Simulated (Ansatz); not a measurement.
This geometry of Cl2H3HfNO (8 atoms, charge 0, multiplicity 1) is a first-order saddle point.

All numbers below come from RKS PBE/def2-SVP (Ansatz 0.2.0).

```xyz
8
Properties=species:S:1:pos:R:3
Hf -0.296 0.564 0.582
O 1.549 -0.186 -0.326
N -0.869 -0.984 -0.294
H 0.661 -0.825 -0.623
Cl -1.067 2.534 -0.521
Cl -0.596 0.493 2.950
H 1.985 0.204 -1.108
H -1.366 -1.800 -0.659
```

(1) Which two structures does it join? (They come from a converged band through this point; their orientation in space is the band's.)

(2) How far does it lie above each of them?

Answers

(1) Bonds broken: N3–H4. Bonds formed: O2–H4.

Initial state:

```xyz
8
Properties=species:S:1:pos:R:3
Hf -0.026 0.508 0.328
O 1.768 0.542 -0.336
N -0.823 -1.192 -0.419
H -0.355 -1.874 -1.027
Cl -1.328 2.348 -0.438
Cl -0.132 0.412 2.704
H 2.679 0.770 -0.564
H -1.783 -1.515 -0.247
```

Final state:

```xyz
8
Properties=species:S:1:pos:R:3
Hf -0.409 0.443 0.545
O 1.470 -0.141 -0.529
N -1.330 -1.023 -0.057
H 1.285 -0.864 -1.161
Cl -1.091 2.475 -0.547
Cl -0.134 0.475 2.932
H 2.187 0.416 -0.891
H -1.977 -1.781 -0.291
```

(2) 50.9 kcal/mol above the first and 1.5 kcal/mol above the second. This is the barrier of this one path; another mechanism may lie lower. The orbitals stay closed-shell, which can raise the energy where a bond breaks towards radicals; this wasn't checked here.

The run took 9.4 min on 2 threads of Intel(R) Xeon(R) Processor @ 2.70GHz, with other jobs on the host, peak memory 0.24 GiB.
